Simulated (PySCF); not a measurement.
## Structure from NMR data

An unknown has the formula CH9ClSi4. Its calculated NMR data are:

¹H NMR (400 MHz, computed): δ 5.08 (m, 1H), 4.40 (m, 2H), 4.24 (m, 2H), 4.23 (m, 1H), 4.17 (m, 1H), 3.30 (d, 2H).

¹³C{¹H} NMR (computed): δ 33.9.

PySCF 2.14.0 with density-fitted response routines calculation with GFN2-xTB structure and shieldings: GIAO PBE0/pcSseg-1; equivalent nuclei averaged, one conformer, no solvent, non-relativistic.

Referencing at the same level of theory: ¹H and ¹³C against TMS.

Which candidate is it?
A. ClC[SiH]1[SiH2][SiH2][SiH2]1
B. [SiH3][Si]1(Cl)[SiH2]C[SiH2]1
C. C[Si@@H]1[SiH2][SiH2][Si@@H]1Cl

Results:

A. 

The formula gives 1 degree of unsaturation (1 ring in the answer). Carbon types of the structure: 1 × CH2, leaving 7 H on heteroatoms. δC 33.9: sp3 CH2 bonded to Cl and Si; pulled downfield by the heteroatom. δH 5.08: hydrogen on a silicon bonded to C, 2 Si, in a 4-membered ring. δH 4.40, 4.24, 4.23, 4.17: hydrogen on a silicon bonded to 2 Si, in a 4-membered ring. δH 3.30: hydrogen on an sp3 CH2 bonded to Cl and Si; its carbon carries Cl, an electronegative neighbour.

The others: C[Si@@H]1[SiH2][SiH2][Si@@H]1Cl would give 7 signals for carbon-bound and other non-exchanging H, not 6; [SiH3][Si]1(Cl)[SiH2]C[SiH2]1 would give 5 signals for carbon-bound and other non-exchanging H, not 6.

Carbons that carry Cl, above all several Cl atoms, come out too deshielded, partly because spin–orbit coupling is missing. Shifts are as computed. Against solution values, carbons near 30 ppm lie about +3 ppm off and those near 130 ppm about +5 ppm; carbons on Cl a further +6 ppm (rms about the fit 2.1 ppm; single classes can miss by 10 ppm). Of 1328 compounds with measured shifts, 309 miss one by over three times the rms of a fit or turn the order of signals round; such compounds aren't used in these exercises. Signals without a measured value on file couldn't be tested in this way; 1H shifts scatter by 0.2 ppm about their fit, and single ones miss by 0.5 ppm. No couplings were computed; multiplicities are counted from neighbouring protons, with m where these are inequivalent, close in shift, in a saturated or five-membered ring or joined by F or P, and br s for small geminal =CH2 splittings.
